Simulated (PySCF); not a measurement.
Estimate the missing entries of this data sheet.

C6H10N2Si.
Structure used (GFN2-xTB), in Å, numbered top down from 1:
```xyz
19
C6H10N2Si angstrom
C      3.6174   -0.5196    0.7858
C      2.7436   -0.9572   -0.3910
C      1.4029   -0.4196   -0.2778
C      0.2927    0.0357   -0.1688
Si    -1.3940    0.7600    0.0047
N     -1.9532    1.1667   -1.5684
C     -2.5830   -0.6328    0.5917
C     -3.9319   -0.2041    0.4503
N     -4.9995    0.1875    0.3076
H      3.1922   -0.8687    1.7240
H      4.6189   -0.9316    0.6825
H      3.6877    0.5653    0.8239
H      2.6871   -2.0494   -0.4280
H      3.1827   -0.6091   -1.3307
H     -1.3742    1.8243    1.0211
H     -2.9433    1.2738   -1.7238
H     -1.4336    1.8140   -2.1372
H     -2.4322   -1.5302   -0.0084
H     -2.3902   -0.8807    1.6350
```

```tsv
property	level	value
point group of the GFN2-xTB geometry	GFN2-xTB	C1
rotational constants A, B, C of the GFN2-xTB geometry	GFN2-xTB	3.870, 0.486, 0.456 GHz
dipole moment	PBE0/pcSseg-1	?
HOMO energy	PBE0/pcSseg-1	-7.63 eV
LUMO energy	PBE0/pcSseg-1	?
13C chemical shifts (computed TMS as zero) by class	GIAO PBE0/pcSseg-1	122.8 (C8), 118.6 (C3), 85.2 (C4), 16.5 (C2), 16.5 (C1), 3.5 (C7) ppm
1H chemical shifts (computed TMS as zero) by class	GIAO PBE0/pcSseg-1	?
isotropic shieldings of nuclei other than C and H, by class	GIAO PBE0/pcSseg-1	?
```

Gas-phase values; electronic properties from PySCF, density fitting. The structure is a single GFN2-xTB conformer in the gas phase; no vibrational or solvent corrections. NMR classes are plain means over equivalent atoms (diastereotopic ones count apart unless rotation or inversion swaps them), as if these changed places fast; in this geometry the members of some classes differ.

Q: What are the isotropic shieldings of nuclei other than C and H, by class?

A: -28 (N9), 253 (N6), 396 (Si5) ppm.

Q: Give the dipole moment.

A: 5.10 D.

Q: Give the 1H chemical shifts (computed TMS as zero) by class.

A: 5.30 (H15), 2.41 (H14), 2.37 (H13), 1.82 (H18), 1.52 (H19), 1.22 (H10/H11/H12), 0.84 (H16/H17) ppm.

Q: The LUMO energy?

A: -0.18 eV.

The rotational constants make it an asymmetric top with κ = (2B − A − C)/(A − C) = -0.98, nearer the prolate limit (−1). In atomic units the dipole is 2.00 e·bohr (1 au = 2.5417 D). With B = h/(8π²I), that is 505.379 GHz u Å² over I, the principal moments of inertia are 130.6, 1038.9 and 1108.0 u Å² (most abundant isotopes); the inertial defect Ic − Ia − Ib is -61.5 u Å² (zero for a rigid planar frame, negative otherwise).
